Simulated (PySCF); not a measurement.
Working out the ionisation energy of As+

As+ [Ar] 3d10 4s2 4p2 (3P) → As(2+) [Ar] 3d10 4s2 4p1 (2P). All numbers are calculated (PySCF 2.14, a scalar-relativistic core potential, in aug-cc-pwCVDZ-PP with ECP10MDF (6s5p4d1f, 48 functions)). Frozen: nothing. Energies in hartree (1 hartree = 27.21139 eV):

```json
{"part": "UHF", "As+ (lower)": "-330.851977", "As(2+) (upper)": "-330.191615"}
{"part": "MP2 opposite-spin", "As+ (lower)": "-0.300736", "As(2+) (upper)": "-0.293824"}
{"part": "MP2 same-spin", "As+ (lower)": "-0.149010", "As(2+) (upper)": "-0.140892"}
```

**Question.** What does Hartree-Fock give?

**Answer.** (-330.191615) − (-330.851977) = 0.660362 hartree = 17.969 eV.

**Question.** What do MP2 and SCS-MP2 (6/5 opposite-spin, 1/3 same-spin) give?

**Answer.** The opposite-spin parts differ by 0.188 eV and the same-spin parts by 0.221 eV. MP2: 17.969 + (0.188) + (0.221) = 18.378 eV. SCS-MP2: 17.969 + 1.2 × (0.188) + (0.221)/3 = 18.268 eV.

Reference: 18.589 eV (measured; NIST Atomic Spectra Database, ionization energies), between the lowest levels; spin-orbit coupling is absent from the calculation.

A double-zeta basis recovers only part of the correlation energy.

What remains against the reference includes basis incompleteness and correlation beyond second order.
